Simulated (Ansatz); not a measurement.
The cluster Ir₃. The state is a doublet with charge 0. Geometry PBE0-D4/def2-TZVP; atoms count from 1.

Cartesian coordinates in Å:
```
Ir 0.283 0.382 -1.276
Ir -1.076 -0.798 0.247
Ir 0.793 0.416 1.029
```

In the def2 sets Ir takes a core potential; there is no spin–orbit coupling. The charge 0 doublet is spin-contaminated (final ⟨S²⟩ up to 1.85, 0.75 for a pure state). The geometry of the doublet was relaxed on an unsound state (⟨S²⟩ 1.85, where a pure state has 0.75). At PBE0-D4/def2-TZVP a quartet of charge 0 lies 0.25 eV below the doublet, each at its own geometry. The structure comes from a short search, and lower isomers may exist.

Q: Estimate the Mulliken populations from the PBE0/def2-TZVP orbitals of Ansatz.

A: 
```tsv
atom	charge (e)	spin (α − β)	d electrons
Ir1	-0.02	-0.11	7.90
Ir2	-0.02	-0.11	7.90
Ir3	0.03	1.23	7.83
```
Mulliken values and Mayer orders depend strongly on the basis.

Q: Where does the spin sit?

A: Summed by element: Ir 1.00, of 1 unpaired in all. Largest on single atoms: Ir3 1.23, Ir1 -0.11, Ir2 -0.11.

Q: And the Mayer bond orders between bonded heavy atoms (over 0.3)?

A: Ir1–Ir2 1.53 (2.36 Å); Ir1–Ir3 1.49 (2.36 Å); Ir2–Ir3 1.49 (2.36 Å).
